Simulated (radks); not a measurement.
Values are calculated unless marked as measured or tabulated.
The chlorine ion Cl2+, configuration [Ne] 3s2 3p3. Code: a radial shooting solver on a logarithmic mesh with Libxc functionals. Model: Dirac Kohn-Sham, PBE, spin-unpolarised, spherical densities, finite nucleus; open shells fill j = l - 1/2 first; Fermi nuclear charge, rms radius 3.3654 fm.

Normalised radial functions P(r) = r R(r) (large component), r in bohr:

r          1s1/2    3s1/2    3p3/2
0.008642  1.0340   0.0994   0.0035
0.01099   1.2608   0.1210   0.0056
0.01397   1.5210   0.1455   0.0088
0.01775   1.8099   0.1723   0.0137
0.02239   2.1064   0.1990   0.0210
0.02846   2.4122   0.2247   0.0322
0.03618   2.6874   0.2444   0.0488
0.046     2.8917   0.2520   0.0727
0.05848   2.9781   0.2395   0.1060
0.07375   2.9074   0.1999   0.1487
0.09375   2.6491   0.1230   0.2043
0.1192    2.2124   0.0067   0.2691
0.1515    1.6562  -0.1416   0.3357
0.1926    1.0811  -0.2988   0.3903
0.2429    0.6082  -0.4207   0.4115
0.3088    0.2715  -0.4642   0.3759
0.3925    0.0926  -0.3760   0.2598
0.499     0.0225  -0.1388   0.0561
0.6344    0.0036   0.2109  -0.2157
0.8064    0.0003   0.5798  -0.5047
1.017     0.0000   0.8433  -0.7341
1.293     0.0000   0.9240  -0.8475
1.644     0.0000   0.7906  -0.7948
2.089     0.0000   0.5289  -0.6062
2.656     0.0000   0.2712  -0.3707
3.35      0.0000   0.1065  -0.1815
4.258     0.0000   0.0280  -0.0636
5.413     0.0000   0.0046  -0.0150

1s1/2: eigenvalue -2779.6 eV, 0 radial nodes, <r> = 0.0910 bohr, 90 % of the charge inside 0.162 bohr. 3s1/2: eigenvalue -44.891 eV, 2 radial nodes at r = 0.121, 0.552 bohr, <r> = 1.44 bohr, 90 % of the charge inside 2.15 bohr. 3p3/2: eigenvalue -31.608 eV, 1 radial node at r = 0.526 bohr, <r> = 1.60 bohr, 90 % of the charge inside 2.45 bohr.
